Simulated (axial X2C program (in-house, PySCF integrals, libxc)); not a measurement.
**What spin–orbit coupling does to SnGe²⁺**

Computed with an in-house all-electron X2C program for linear molecules (integrals from PySCF). Spin-free means the one-electron spin-free X2C Hamiltonian; two-component (2c) means X2C with spin–orbit coupling and atomic mean-field two-electron Coulomb and Gaunt terms, so the difference of the two also holds small scalar two-electron terms. Basis: Sn dyall-v3z [11s12p9d1f], Ge dyall-v3z [9s9p7d1f] (cores contracted in-house); Gaussian nuclei, density fitting, unrestricted open shells. Masses: Sn 119.902 u, Ge 73.921 u.

Spin-free state: M_S = 0, Λ = 0 (closed shell); fragments Sn+ + Ge+.

```csv
level,Re (Å),ωe (cm⁻¹),μ (D)
TPSSh,3.280,122.4,2.14
```

Dipoles are positive if Ge is the positive end and refer to the centre of mass.

Two-component determinant lowest at the distance of the search:

Ω = 0 (closed shell); fragments Sn+ + Ge+.

```tsv
level	Re (Å)	ωe (cm⁻¹)	μ (D)
TPSSh	3.288	119.7	2.27
```

(1) From the two tables, how do the constants change at the TPSSh level (2c against spin-free)?

One determinant describes the state; a PBE0 search over occupations chose it and may have missed a lower one. Closed shells are restricted here (equal orbitals for both partners); the stretched side of such a curve lies too high. De is not given where an atomic determinant may have missed its ground term or J level, or where the truncated virtual space spoils (T). Other states lie close and PBE0, whose exact exchange favours high spin, may order them wrongly; the determinant shown need not be the ground state. The nearest other spin-free determinant of the search, M_S = 1, Λ = 1, lies 0.26 eV up at the distance of the search. The functionals have no current-density term, which raises determinants with orbital currents, atoms included.

Answers

(1) At the TPSSh level Re increases by 0.008 Å and ωe decreases by 2.7 cm⁻¹.
